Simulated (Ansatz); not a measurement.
Harmonic frequencies (cm⁻¹) at PBE0-D4/def2-TZVP from Ansatz: 44, 130, 135, 171, 179, 212, 228, 400, 424, 432, 616, 727, 803, 813, 889, 1263, 1443, 1449, 1563, 3069, 3166, 3174, 3573, 3679.

Each molecule was computed in one conformer, which needn't be the lowest.

Task: Which molecule is it?
A. `C#[C][GeH]([CH3])[F]`
B. `C[NH][GeH]([Cl])[Cl]`
C. `[CH3][Ge]([NH2])([Cl])[Cl]`
D. `C[O][GeH]([F])[F]`

Result: C.
